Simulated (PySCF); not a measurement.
Si(NH2)4 (H8N4Si), SMILES N[Si](N)(N)N. Coordinates come from a B3LYP-D3(BJ)/def2-SVP optimisation. Other conformers were not sampled.

All values below come from B3LYP-D3(BJ)/def2-SVP (PySCF).

Harmonic wavenumbers (cm⁻¹): 154, 198, 218, 218, 299, 302, 314, 314, 397, 422, 437, 438, 438, 719, 773, 773, 807, 828, 903, 903, 948, 1536, 1536, 1540, 1544, 3561, 3561, 3562, 3562, 3653, 3654, 3655, 3655. Rotational constants (GHz): 3.792, 3.405, 3.405; symmetry number 2.

Problem. Work out the zero-point energy and the ideal-gas rigid-rotor harmonic-oscillator thermochemistry at 298.15 K and 1 atm.

Solution. ZPE = ½ Σ hcν = ½ × 45823 cm⁻¹ = 65.51 kcal/mol. H − E(el) = 71.60 kcal/mol. Entropy in cal/(mol K): translation 39.48, rotation 25.02, vibration 20.15, total 84.64. G − E(el) = 46.36 kcal/mol. Cp = 34.14 cal/(mol K).
